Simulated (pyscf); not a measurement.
Concerted two-bond exchange: H₃Si–NH–SiH₃ -> H₃Si–NH–SiH₃

Gas phase, singlet surface, charge 0. Bonds broken: Si1–H4, Si3–H8. Bonds formed: Si1–H8, Si3–H4. Optimised with ωB97X-D3(BJ)/def2-SVP in PySCF. MP2 and CC: frozen core, UHF for open shells. ΔMP2 is the change of the MP2 total energy from the triple- to the quadruple-zeta basis.

Transition state (Å):

```xyz
10

Si    -1.2887     0.8352     0.5810
N      0.4653     0.6212     0.6346
Si     0.0963    -0.3360    -0.8051
H     -1.5360    -0.6654    -0.2780
H     -1.7800     0.2038     1.8598
H     -2.1935     2.0053     0.3871
H      0.8429     0.1158     1.4390
H     -0.8216     1.1111    -1.0648
H      0.4417    -0.2241    -2.2520
H      0.5165    -1.7375    -0.4386
```

One imaginary mode, 845i cm⁻¹; descent along it reached the two sides named.

```tsv
bond	change	reactant side (Å)	saddle	product side
Si1–H4	breaks	1.492	1.747	3.6
Si3–H8	breaks	1.492	1.733	3.2
Si1–H8	forms	3.2	1.733	1.492
Si3–H4	forms	3.5	1.747	1.493
```

Electronic energies relative to the reactant's lowest minimum found (eV):

```csv
level,barrier,reaction energy,reverse barrier
ωB97X-D3(BJ)/def2-TZVP,3.25,0.00,3.25
PBE/def2-TZVP,2.95,0.00,2.95
r²SCAN/def2-TZVP,3.11,0.00,3.11
B3LYP-D3(BJ)/def2-TZVP,3.40,0.00,3.40
PBE0-D3(BJ)/def2-TZVP,3.10,0.00,3.10
M06-2X/def2-TZVP,3.32,0.00,3.32
ωB97M-D3(BJ)/def2-TZVP,3.31,0.00,3.31
HF/def2-TZVP,4.10,0.00,4.10
MP2/def2-QZVPP,3.36,0.00,3.36
CCSD/def2-TZVPP,3.49,0.00,3.49
CCSD(T)/def2-TZVPP,3.39,0.00,3.39
CCSD(T)/def2-TZVPP + ΔMP2(QZVPP),3.36,0.00,3.36
```

With CCSD(T)/def2-TZVPP + ΔMP2(QZVPP) energies and thermal terms (ideal gas, 1 atm, RRHO with modes under 100 cm⁻¹ raised to 100, one conformer, R ln 2 for chiral ones without a mode under 150 cm⁻¹), in eV:

| T (K) | ΔH‡ | ΔG‡ | ΔH | ΔG |
|---|---|---|---|---|
| 298 | 3.30 | 3.40 | 0.00 | 0.00 |
| 600 | 3.26 | 3.52 | 0.00 | 0.00 |
| 900 | 3.24 | 3.65 | 0.00 | 0.00 |
| 1200 | 3.22 | 3.79 | 0.00 | 0.00 |

At the saddle there is also a short Si–Si contact that neither side keeps. This is the saddle that the search found; another between the same sides may lie lower. The CCSD(T) − MP2 part came from Ansatz, without density fitting, on the same reference.
